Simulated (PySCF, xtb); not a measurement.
InCl2I, SMILES [Cl][In]([I])[Cl].

Harmonic wavenumbers (cm⁻¹) from GFN2-xTB run with xtb 6.7.1 at its own minimum, in rising order: 65, 74, 80, 212, 305, 327.

Question: What does B3LYP-D3(BJ)/def2-SVP in PySCF give at its own minimum? (The exact figures need the calculation; the answer reports its results.)

Answer: 66, 84, 91, 199, 357, 384. Paired by order, the mean absolute difference is 24 cm⁻¹ and the zero-point energies are 1.5 and 1.7 kcal/mol.
